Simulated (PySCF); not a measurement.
Atoms are numbered as in `[SiH3:1][S:2][C@H:3]1[CH2:4][CH2:5][SiH2:6]1`. Hydrogens are named by the atom that carries them. Ha(C4), Ha(C5), Ha(Si6) are cis to S2 on the ring; Hb(C4), Hb(C5), Hb(Si6) are trans to S2 on the ring.

Geometry: GFN2-xTB; GIAO absolute shieldings from PySCF, gas phase, non-relativistic, averaged over equivalent atoms.

At PBE0/pcSseg-1 (173 basis functions, 42 s wall time on 1 thread of an Arm Neoverse N1, shared host):
```tsv
atoms	σ (ppm)
Si6	381.4
Si1	414.5
S2	638.6
C4	152.4
C3	158.7
C5	180.0
Ha(Si6)	26.77
Hb(Si6)	26.93
H(Si1)	27.07
H(C3)	28.66
Hb(C4)	28.91
Ha(C4)	29.34
Hb(C5)	30.31
Ha(C5)	30.41
```

Task: Predict the values at BP86/def2-SVPD on the same geometry.

Result: 
| atoms | σ at BP86/def2-SVPD | change |
| --- | --- | --- |
| Si6 | 436.8 | +55.4 |
| Si1 | 449.3 | +34.8 |
| S2 | 649.8 | +11.2 |
| C4 | 157.6 | +5.2 |
| C3 | 160.6 | +1.9 |
| C5 | 186.0 | +6.0 |
| Ha(Si6) | 26.45 | -0.32 |
| Hb(Si6) | 26.70 | -0.23 |
| H(Si1) | 26.77 | -0.30 |
| H(C3) | 28.46 | -0.20 |
| Hb(C4) | 28.97 | +0.06 |
| Ha(C4) | 29.18 | -0.16 |
| Hb(C5) | 30.37 | +0.06 |
| Ha(C5) | 30.45 | +0.04 |

The largest change is at Si6 (silicon bonded to 2 C, 2 H, in a 4-membered ring). Cost: 215 basis functions, 67 s wall time on 1 thread of an Intel Xeon Platinum 8488C, shared host. The order of the carbon signals is the same at both levels.
